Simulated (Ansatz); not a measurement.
A nudged elastic band was laid between two geometries of Cl4Ti + H2 (7 atoms, charge 0, multiplicity 1).

The calculation used RKS PBE/def2-SVP in Ansatz 0.2.0.

```
movable images  : 7
climbing image  : yes
spring          : 5.0 eV/Å²
optimiser       : quadratic models (default)
start path      : through a guess of the saddle point
force threshold : 0.05 eV/Å
iteration limit : 60
end points      : relaxed
```

Image 0:

```xyz
7
Properties=species:S:1:pos:R:3
Ti 0.486 0.000 -0.092
Cl 0.578 0.000 2.081
Cl 2.504 0.000 -0.901
Cl -0.565 1.776 -0.776
Cl -0.565 -1.776 -0.776
H -3.192 0.000 1.230
H -2.737 0.000 1.849
```

Image 8:

```xyz
7
Properties=species:S:1:pos:R:3
Ti -0.321 0.000 -0.714
Cl -0.935 0.000 3.630
Cl 1.720 0.000 0.011
Cl -0.959 1.828 -1.681
Cl -0.959 -1.828 -1.681
H -1.203 0.000 0.729
H -0.834 0.000 2.320
```

What changes between the two ends?

Bonds broken: Ti1–Cl2, H6–H7. Bonds formed: Ti1–H6, Cl2–H7. Cl4Ti + H2 becomes Cl3HTi + ClH.

Give the energies along the band, and the barrier.

The run converged. The highest image is number 6 of 0 to 8, 178.9 kJ/mol above the first end and 10.7 kJ/mol above the last; the last end lies 168.2 kJ/mol above the first. A vibrational analysis at the climbing image gives 2 clearly imaginary modes (100i, 57i cm⁻¹): a point of higher order. A lower path may pass nearby, or the ends, which weren't checked, may share the extra mode. The orbitals stay closed-shell, which can raise the energy where a bond breaks towards radicals; this wasn't checked here.

```csv
image,path coordinate (Å),energy (kJ/mol),Ti1–Cl2 (Å),H6–H7 (Å),Ti1–H6 (Å)
0,0.00,0.0,2.18,0.77,3.91
1,0.60,2.0,2.18,0.77,3.37
2,1.20,11.3,2.20,0.77,2.82
3,1.80,32.9,2.24,0.78,2.33
4,2.39,87.6,2.41,0.82,2.01
5,2.99,155.8,2.78,1.00,1.81
6,3.59,178.9,3.33,1.32,1.73
7,4.26,171.4,3.97,1.52,1.70
8,4.94,168.2,4.39,1.63,1.69
```

What is the geometry of the highest image?


```xyz
7
Properties=species:S:1:pos:R:3
Ti -0.382 0.000 -0.345
Cl -0.173 0.000 2.974
Cl 1.770 0.000 0.037
Cl -0.957 1.779 -1.426
Cl -0.957 -1.779 -1.426
H -1.671 0.000 0.802
H -1.120 0.000 1.999
```

Time of the run: 2.9 min on 2 threads of Intel(R) Xeon(R) Platinum 8375C CPU @ 2.90GHz (Ice Lake), on a shared host, peak memory 0.19 GiB.
